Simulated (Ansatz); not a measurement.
`BC(Cl)BO` + `[NH2][AlH2]` → `OB[NH][AlH2]` + `BCCl`  (ligand exchange at a B–C bond)

Gas-phase electronic energies from Ansatz, PBE0-D4/def2-TZVP geometries. CCSD(T)/CBS is the MP2 limit (def2-TZVPP, def2-QZVPP) plus CCSD(T) − MP2 in def2-TZVPP, frozen cores. This one scheme is used for every species. Functionals use def2-TZVPP. B3LYP here is the variant with VWN-RPA as its local correlation; programs differ in this. Each species was taken in one conformer, which may not be the lowest.

Question: Is it downhill or uphill in electronic energy at CCSD(T)/CBS, and by how much? (An estimate is asked.)

Answer: The calculation gave: Downhill: ΔE = -0.72 eV.

Question: What do these levels give: B3LYP-D4, B2PLYP, PBE, r2SCAN, HF/def2-TZVPP, MP2/CBS(def2)? (Estimate.)

Answer: The calculation gave: B3LYP-D4 -0.74, B2PLYP -0.76, PBE -0.67, r2SCAN -0.70, HF/def2-TZVPP -0.92, MP2/CBS(def2) -0.71 eV.

Largest T1 diagnostic among the species: 0.013.

From PBE to PBE0 (25 % exact exchange), in def2-TZVPP and without D4, ΔE moves by −0.05 eV. In def2-TZVPP, CCSD(T) changes the Hartree–Fock value by +0.19 eV (the triples alone add +0.03 eV) and MP2 by +0.20 eV.
